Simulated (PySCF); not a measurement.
## Mayer bond orders and bond lengths

Compound: C5H6ClF.
Atom-mapped SMILES: `[CH2:1]=[CH:2]/[C:3]([F:4])=[C:5](/[CH3:6])[Cl:7]` (hydrogens: H8, H9 on C1; H10 on C2; H11, H12, H13 on C6)

Structure used (GFN2-xTB), in Å, numbered top down from 1:
```
atom  x, y, z in Å
C1    -2.205    1.463    0.315
C2    -1.340    0.538    0.719
C3    -0.150    0.186   -0.022
F4     0.033    0.873   -1.181
C5     0.783   -0.724    0.292
C6     1.990   -1.037   -0.522
Cl7    0.625   -1.639    1.749
H8    -3.082    1.702    0.889
H9    -2.059    2.007   -0.603
H10   -1.487   -0.008    1.638
H11    2.894   -0.853    0.058
H12    2.007   -0.419   -1.416
H13    1.987   -2.087   -0.812
```

Bond orders from the PBE0/pcSseg-1 density (PySCF). Isolated species at its GFN2-xTB geometry (one conformer only).

How far do the computed orders between heavy atoms stray from the drawn ones?

The largest departure is 0.401, at C3–C5 (drawn double, 1.599). Drawn double or triple, more than 0.30 short of the drawn order: C3–C5 (1.599).

Set the Mayer orders of the bonds between heavy atoms beside their lengths.

```
  bond  drawn as  length (Å)  Mayer order
 C1–C2    double       1.330        1.906
 C2–C3    single       1.445        1.071
 C3–F4    single       1.359        0.930
 C3–C5    double       1.341        1.599
 C5–C6    single       1.490        1.051
C5–Cl7    single       1.727        1.078
```

Bonds between the same two heavy elements. C–C: lowest C5–C6 (1.051, 1.490 Å), highest C1–C2 (1.906, 1.330 Å).

And the bonds to hydrogen?

C–H: 0.94 to 0.95 (6 bonds).

Sum the orders of all bonds at each heavy atom with more than one neighbour and set the sums beside the valence in the SMILES.

C1 3.805 (drawn 4), C2 3.923 (drawn 4), C3 3.600 (drawn 4), C5 3.728 (drawn 4), C6 3.886 (drawn 4). Orders between atoms that aren't bonded are not in these sums.

For a closed shell the Mayer order of atoms A and B is Σ (PS)μν (PS)νμ over the basis functions μ on A and ν on B, with P the density and S the overlap matrix.
